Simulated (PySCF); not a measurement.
B(H)2(SeH), SMILES B[SeH] (PBE0/def2-SVP optimised geometry):

```
5

B      0.510     0.352     0.000
H      1.714     0.352     0.000
H     -0.147     1.360     0.000
Se    -0.312    -1.360     0.000
H     -1.714    -0.909     0.000
```

Calculation: PySCF with PBE0/def2-TZVP.

Q: What are the frontier orbital energies and the dipole moment?

A: HOMO-2 -9.85 eV, HOMO-1 -8.98 eV, HOMO -7.94 eV, LUMO -1.48 eV, LUMO+1 0.13 eV; dipole moment 0.71 D.

Meta-Löwdin charges at PBE0/def2-TZVP: B1 -0.21, H2 0.03, H3 0.03, Se4 0.08, H5 0.07.
